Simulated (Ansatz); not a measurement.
CH7NSiSn can be A, `[SiH3]/N=[CH]\[SnH3]`, or B, `[CH2]1[SiH2][NH][SnH2]1`.

Program: Ansatz. Geometries: PBE0-D4/def2-TZVP. ΔE: electronic, gas phase. CBS: MP2 limit from def2 TZ/QZ plus the TZ coupled-cluster correction, frozen cores. DFT in def2-TZVPP. B3LYP here is the variant with VWN-RPA as its local correlation; programs differ in this. Elements past krypton have def2 core potentials. For Sn outer-core shells are correlated without core-valence functions, which leaves a few kJ/mol of doubt a bond.

(1) Which is lower in electronic energy at CCSD(T)/CBS, and by how much? (An estimate is asked.)

(2) Give E(B) − E(A) in kJ/mol with B3LYP, CCSD(T)/def2-TZVPP, MP2/def2-TZVPP, HF/def2-TZVPP, B2PLYP, B3LYP-D4, PBE0-D4. (Best estimate.)

Largest T1 diagnostic: 0.015.

Answers

(1) The calculation gave: B, by 182.0 kJ/mol.

(2) Computed: B3LYP -145.2, CCSD(T)/def2-TZVPP -167.0, MP2/def2-TZVPP -188.2, HF/def2-TZVPP -144.7, B2PLYP -160.1, B3LYP-D4 -147.9, PBE0-D4 -175.2. None reverses the order clearly.

From PBE to PBE0 (25 % exact exchange), in def2-TZVPP and without D4, E(B) − E(A) moves by −16.8 kJ/mol. In def2-TZVPP, CCSD(T) changes the Hartree–Fock value by −22.2 kJ/mol (the triples alone add +0.6 kJ/mol) and MP2 by −43.4 kJ/mol.
